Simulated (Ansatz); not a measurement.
A structure relaxed at PBE0-D4/def2-SVP in Ansatz, charge 0, singlet:

```
atom   x (Å)   y (Å)   z (Å)
 In1   0.276  -0.726   1.025
 Cl2  -1.309  -1.929   2.275
 Cl3   2.439  -1.071   1.879
 Si4  -0.275   0.735  -1.005
  H5   0.736   1.825  -1.117
  H6  -1.644   1.304  -0.842
  H7  -0.224  -0.139  -2.214
```

(1) Give its formula, name or SMILES and point group.

(2) Summarise the bond lengths by kind (pairs closer than 1.2 times the sum of covalent radii, bridged metal pairs left out).

## Answers

(1) InCl2(SiH3) (InSiH3Cl2). Point group Cs (tolerance 0.1 Å).

(2) 2 × Cl–In 2.35 Å; 1 × In–Si 2.56 Å; 3 × H–Si 1.49 Å.

In the def2 sets In takes a core potential; there is no spin–orbit coupling.
